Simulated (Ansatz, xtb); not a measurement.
# A geometry optimisation of C3HBF with r2SCAN-D4/def2-SVP

The starting geometry of this gas-phase doublet was built from a drawn formula by distance geometry and a force field; its bonds are those of `F/C=C1B=[C]\1`.

```xyz
6

C    -0.9178    1.2078    1.3093
C     0.2968    0.8388    0.9344
C     1.1279   -0.1121    0.2097
B     1.9349    0.8614    0.7438
F    -1.1110    2.3483    2.0493
H    -1.8201    0.6951    1.0346
```

Q: Where would you expect an optimisation with r2SCAN-D4/def2-SVP to take it?

A: It keeps its bonds, and is `F/C=C1B=[C]\1`.

The energy falls by 0.56 eV over 8 steps:

```csv
step,E − E(last) (eV)
1,0.557
2,0.133
3,0.019
4,0.003
5,0.001
6,0.000
7,0.000
8,0.000
```

Final geometry (Å):

```xyz
6

C    -0.9137    1.2137    1.2931
C     0.3523    0.7943    0.8835
C     1.0982   -0.1276    0.2023
B     1.8737    0.9398    0.8148
F    -1.0434    2.3125    2.0234
H    -1.8564    0.7066    1.0639
```

From the same start GFN2-xTB ends elsewhere, at `[B]=C=C=CF`.

No frequencies were run, so the end isn't proven a minimum. Open shells are spin-unrestricted. Run with Ansatz 0.2.0, 110 s on 1 thread of Arm Neoverse V1 (shared host).
